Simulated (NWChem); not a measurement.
Species: PbHOF, singlet; SMILES [OH][Pb][F]

Results from NWChem. Low-valent species are run as closed-shell singlets; no triplet was tried in these runs. def2 effective core potentials on Pb; no spin-orbit coupling. Each level has its own optimisation; frequencies are unscaled. One conformer.

```json
[
 {"level": "BLYP/def2-SVP", "r F–Pb (Å)": "2.098", "r O–Pb (Å)": "2.140", "r H–O (Å)": "0.982", "highest harmonic frequency (cm⁻¹)": "3619", "lowest (cm⁻¹)": "130", "zero-point energy (kcal/mol)": "8.5"},
 {"level": "CAM-B3LYP/def2-SVP", "r F–Pb (Å)": "2.058", "r O–Pb (Å)": "2.082", "r H–O (Å)": "0.969", "highest harmonic frequency (cm⁻¹)": "3833", "lowest (cm⁻¹)": "145", "zero-point energy (kcal/mol)": "9.0"},
 {"level": "LDA (Slater exchange, VWN5)/def2-SVP", "r F–Pb (Å)": "2.057", "r O–Pb (Å)": "2.088", "r H–O (Å)": "0.983", "highest harmonic frequency (cm⁻¹)": "3667", "lowest (cm⁻¹)": "117", "zero-point energy (kcal/mol)": "8.7"},
 {"level": "PBE0/def2-SVP", "r F–Pb (Å)": "2.065", "r O–Pb (Å)": "2.092", "r H–O (Å)": "0.968", "highest harmonic frequency (cm⁻¹)": "3852", "lowest (cm⁻¹)": "143", "zero-point energy (kcal/mol)": "9.0"}
]
```
